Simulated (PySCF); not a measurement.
Question: What does the PBE0-D3(BJ)/def2-SVP structure of `[Si@H]1(N[CH2][GeH2]1)C` look like in three dimensions?

Answer: 
```
atom  x, y, z in Å
C1     2.2582    0.3406   -0.1618
Si2    0.5755    0.3136    0.6704
N3    -0.3311   -1.1665    0.4881
C4    -1.6312   -0.9310   -0.1312
Ge5   -1.3749    1.0251   -0.4859
H6     2.9483   -0.3647    0.3296
H7     2.1745    0.0575   -1.2217
H8     2.7071    1.3448   -0.0992
H9     0.7705    0.7781    2.0872
H10   -0.1310   -2.0961    0.8411
H11   -2.4878   -1.1151    0.5436
H12   -1.7943   -1.5192   -1.0526
H13   -1.2798    1.3697   -1.9855
H14   -2.4317    1.9391    0.1616
```

Any rigid rotation of these coordinates is as good. Atoms count from 1 in this order. The 4-membered ring Si2–N3–C4–Ge5 has internal angles of 74.1° to 111.7° (sum 360°, against 360° for a flat polygon); it is almost planar, 0.03 Å rms from its mean plane, widest ring torsion 5°. Ge5 (germanium bonded to C, Si and 2 H) has angles from 74.1° to 122.4°. N3 (silicon-bound nitrogen) is planar (angles 129.7°, 118.1° and 111.7°, sum 359.5°, 0.05 Å off the plane of its three neighbours). Si2 (SiH silicon) has angles from 77.1° to 121.0°.

Bonds between heavy atoms (Å): C1–Si2 1.877, Si2–N3 1.745, N3–C4 1.459, C4–Ge5 2.004, Si2–Ge5 2.376.

Computed with PySCF 2.14.0, PBE0-D3(BJ)/def2-SVP geometry optimisation, gas phase.

Point group: C1 (no symmetry element, even within 0.4 Å). Stationary, but not proved a minimum.
